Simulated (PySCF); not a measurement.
XPS shifts beside NMR shieldings

3-chlorostyrene, C₈H₇Cl.
Cartesian coordinates in Å at the PBE0-D3(BJ)/def2-SVP level; atoms count from 1:
```
atom  x, y, z in Å
C1     2.5626    1.0281   -0.0436
C2     1.6854    0.0187   -0.0070
C3     0.2242    0.1149    0.1056
C4    -0.5380   -1.0624    0.1322
C5    -1.9257   -1.0146    0.2389
C6    -2.5872    0.2070    0.3215
C7    -1.8302    1.3801    0.2951
Cl8   -2.6345    2.9130    0.3982
C9    -0.4457    1.3456    0.1892
H10    2.2557    2.0761    0.0098
H11    3.6341    0.8355   -0.1293
H12    2.0707   -1.0054   -0.0651
H13   -0.0297   -2.0275    0.0686
H14   -2.5032   -1.9414    0.2584
H15   -3.6732    0.2625    0.4056
H16    0.1052    2.2865    0.1725
```

Binding energies: delta-SCF UKS SCAN, pcX-2 on the ionised atom, pcseg-1 elsewhere, spin-free X2C in PySCF 2.14.0. Shieldings: GIAO HF/pcSseg-1, non-relativistic, same geometry.

```tsv
atom	C 1s (eV)
C1	289.95
C2	290.68
C3	290.75
C4	290.19
C5	290.48
C6	290.30
C7	291.75
C9	290.30
```

Task: What are the absolute isotropic shieldings of these atoms?

Result: 
```
atom                  environment  C 1s (eV)  isotropic shielding (ppm)
  C1         terminal =CH2 carbon     289.95                       69.2
  C4           aromatic CH carbon     290.19                       55.9
  C6           aromatic CH carbon     290.30                       54.7
  C9           aromatic CH carbon     290.30                       59.4
  C5           aromatic CH carbon     290.48                       53.9
  C2             alkene CH carbon     290.68                       48.7
  C3  substituted aromatic carbon     290.75                       46.5
  C7         aromatic C–Cl carbon     291.75                       45.2
```

Task: Among the listed atoms, is the one with the highest binding energy also the least shielded?

Result: Yes: C7 has both (291.75 eV, 45.2 ppm).

Over these 8 sites the two quantities correlate at r = -0.80. By binding energy: C1 < C4 < C6 ≈ C9 < C5 < C2 < C3 < C7. By shielding: C7 < C3 < C2 < C5 < C6 < C4 < C9 < C1.

Spin contamination (⟨S²⟩ against 0.75 for a pure doublet) is marked for C 1s of C2 (0.95), C 1s of C3 (0.91), C 1s of C4 (0.86), C 1s of C5 (0.89), C 1s of C7 (0.91) and C 1s of C9 (0.85), which makes these values less certain. The structure is a single PBE0-D3(BJ)/def2-SVP conformer in the gas phase; no vibrational or solvent corrections.
